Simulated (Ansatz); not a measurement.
Species: C$_{2}$HF, SMILES `C#CF` (charge 0, multiplicity 1).

### Question
Give a relaxed geometry from Ansatz (an electronic-structure program) with B3LYP-D3(BJ)/def2-TZVP.

### Answer
the end point of this relaxation (outside a Z-matrix the atoms follow the SMILES, hydrogens last).
Cartesian coordinates (Å) in one orientation:
```xyz
4

C     -0.630     0.071     0.370
C      0.525    -0.059     0.102
F      1.762    -0.199    -0.185
H     -1.657     0.187     0.609
```
